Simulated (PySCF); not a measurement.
A structure optimised at PBE0-D3(BJ)/def2-SVP, used in a PySCF frequency run:

```xyz
7

B     -0.3857     0.0601     0.0000
C      0.1765    -1.3652     0.0000
C      0.6047    -2.5039     0.0000
H      0.9948    -3.5065     0.0000
Cl     0.7134     1.4332     0.0000
O     -1.7056     0.3178     0.0000
H     -2.2366    -0.4867     0.0000
```

Problem. Write its SMILES, formula and point group.

Solution. C#CB(O)Cl, C2H2BClO, Cs

Problem. What are its rotational constants (standard atomic weights)?

Solution. 6.5778, 2.7390, 1.9338 GHz
